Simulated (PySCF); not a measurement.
**How methods differ on the excitation energy of W+**

W+ [Xe] 4f14 5d4 6s1 (6D) → W+ [Xe] 4f14 5d5 (6S), as a difference of total energies. All numbers are calculated (PySCF 2.14, scalar relativity through the core potential, in aug-cc-pVQZ-PP with ECP60MDF). Correlated levels: valence: 5s2 5p6 frozen. The calculations carry no spin-orbit coupling.

| method | excitation energy (eV) | error (eV) |
| --- | --- | --- |
| UHF | 0.481 | +0.075 |
| LDA | 0.492 | +0.086 |
| PBE | 0.435 | +0.029 |
| PBE0 | 0.353 | -0.053 |
| r2SCAN | 0.633 | +0.227 |
| MN15 | 0.597 | +0.191 |
| BHandHLYP | 0.388 | -0.018 |
| TPSSh | 0.447 | +0.041 |
| MP2 (valence) | 0.354 | -0.052 |
| SCS-MP2 (valence) | 0.439 | +0.033 |

Reference: 0.406 eV (measured; NIST levels, between the centres of gravity of the two terms).
